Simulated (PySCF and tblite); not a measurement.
The numbers below are computed, except where a source is named.
System: C5H4ClNO, numbered as in [CH2:1]=[CH:2][c:3]1[cH:4][n:5][o:6][c:7]1[Cl:8].

Motion: rotation about the C3–C2 bond (torsion C4–C3–C2–C1 from 0° to 180°, rising). GFN2-xTB gives an electronic barrier of 4.2 kcal/mol and a reaction energy of 0.4 kcal/mol.

Question: What does PBE0/pcSseg-1 + D3(BJ) give on GFN2-xTB geometries?

Answer: A barrier of 4.3 kcal/mol, 0.1 above the tight-binding barrier (from unrounded values), a reaction energy of 1.1 kcal/mol and, with GFN2-xTB thermal terms, ΔG‡(298 K) = 4.5 kcal/mol and k = 6.6×10⁹ s⁻¹ (2 equivalent paths).

Programs: tblite and PySCF.
